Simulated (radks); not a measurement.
Charge is removed step by step from the 2s level of the xenon ion Xe26+, starting from [Ar] 3d10. Calculated with a radial shooting solver on a logarithmic mesh with Libxc functionals: scalar-relativistic Kohn-Sham, PBE, spin-unpolarised, spherical densities, finite nucleus; Fermi nuclear charge, rms radius 4.7859 fm.

removed (e) = 0: E - E(0) (eV) 0.000; eigenvalue (eV) -6199.3; E minus straight line (eV) 0.000
removed (e) = 0.25: E - E(0) (eV) 1554.1; eigenvalue (eV) -6241.6; E minus straight line (eV) -15.956
removed (e) = 0.5: E - E(0) (eV) 3118.8; eigenvalue (eV) -6284.1; E minus straight line (eV) -21.293
removed (e) = 0.75: E - E(0) (eV) 4694.2; eigenvalue (eV) -6326.7; E minus straight line (eV) -15.984
removed (e) = 1: E - E(0) (eV) 6280.3; eigenvalue (eV) -6369.3; E minus straight line (eV) 0.000

Removing the whole electron costs 6280.3 eV by Delta-SCF, against 6199.3 eV from minus the eigenvalue at the starting occupation. Slater's transition state (half an electron removed) gives 6284.1 eV. Integrating minus the eigenvalue over the occupation (Janak's theorem) gives 6284.2 eV. In this scalar-relativistic scheme the density is built from large components alone, so the theorem holds only approximately. The mean slope of the eigenvalue, de/dn, is 170 eV per electron.
